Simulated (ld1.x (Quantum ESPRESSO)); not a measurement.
**Mo (Z = 42): one change to a PAW potential, before and after**

| Item | Value |
| --- | --- |
| Element | Mo |
| Generator | ld1.x (Quantum ESPRESSO) 7.5 |
| Type | PAW |
| Functional | PBEsol |
| Relativity | scalar-relativistic |
| Frozen core | [Kr] |
| Valence charge | 6 |
| Reference configuration | 4d5 5s1 5p0 |
| Partial waves | 5s (bound): rcut 3.40, rcutus 3.60 bohr; 5s channel at 0.3 Ry: rcut 3.40, rcutus 3.60 bohr; 5p (bound, empty): rcut 2.50, rcutus 3.30 bohr; 5p channel at 1.45 Ry: rcut 2.50, rcutus 3.30 bohr; 4d (bound): rcut 1.50, rcutus 1.65 bohr; 4d channel at 0.6 Ry: rcut 1.50, rcutus 1.65 bohr |
| Local potential | all-electron potential smoothed inside 1.60 bohr (lloc = -2) |
| Core correction | Bessel-smoothed model core, default radius (core density twice the valence density) |
| Augmentation charge | PSQ, inside the norm-conserving radii |

All-electron outer shells of the reference configuration (PBEsol, scalar-relativistic, ld1.x):

| shell | level (eV) | outermost node (bohr) | outermost maximum (bohr) |
| --- | --- | --- | --- |
| 4s | -64.30 | 0.51 | 0.99 |
| 4p | -38.46 | 0.52 | 1.06 |
| 5s | -4.12 | 1.34 | 2.93 |
| 4d | -3.77 | 0.53 | 1.38 |
| 5p | -1.01 | 1.54 | 4.05 |

Change: waves 5p (bound): rcut 2.50, rcutus 2.70 bohr; 5p channel at 1.45 Ry: rcut 2.50, rcutus 2.70 bohr.

Cutoffs: the cutoffs (Ry, on a coarse ladder) from which the occupation-weighted sum of valence levels, in a spherical-Bessel basis at the reference potential, stays within 10 and 1 mRy of its value at 400 Ry; they do not see the model core or the augmentation charge, which bear on the density cutoff. Errors are all-electron minus pseudo energies relative to the spin-unpolarised reference configuration.

**Question.** What does the change do?

**Answer.** The potential gets neither clearly harder nor softer (35 Ry and 55 Ry → 35 Ry and 55 Ry); the bound ghosts move from s to p, s; the errors of the 7 common tests hardly move; the range in which the p phases agree widens (upper end 2.1 → at the end of the scan).

| quantity | base | changed |
| --- | --- | --- |
| cutoff, loose | 35 Ry | 35 Ry |
| cutoff, tight | 55 Ry | 55 Ry |
| bound ghosts | s | s, p |
| error for 4d5 5s0 5p0, meV [ΔE 6.90 eV] | -5.3 | -5.3 |
| error for 4d4 5s0 5p0, meV [ΔE 22.36 eV] | -70 | -70 |
| error for 4d3 5s0 5p0, meV [ΔE 49.08 eV] | -478 | -478 |
| error for 4d6 5s0 5p0, meV [ΔE 0.77 eV] | -24 | -24 |
| error for 4d5 5s0 5p1, meV [ΔE 3.19 eV] | -1.4 | -1.5 |
| error for 4d2 5s0 5p0, meV [ΔE 88.56 eV] | -1555 | -1555 |
| error for 4d5.5 5s0.5 5p0, meV [ΔE 0.29 eV] | -8.0 | -8.0 |
| s: phases at 3.88 bohr within 0.05 rad from the reference energy up to (Ry; the scan ends near 5) | 1.8 | 1.8 |
| p: phases at 3.88 bohr within 0.05 rad from the reference energy up to (Ry; the scan ends near 5) | 2.1 | to the end of the scan |
| d: phases at 3.88 bohr within 0.05 rad from the reference energy up to (Ry; the scan ends near 5) | to the end of the scan | to the end of the scan |
| lowest overlap eigenvalue by channel | s 0.17, p 0.48, d 0.95 | s 0.17, p 0.66, d 0.95 |

 A true bound ghost makes a file unfit for plane-wave use even where its test errors are small: the radial tests pick states by their node count and pass the ghost by.
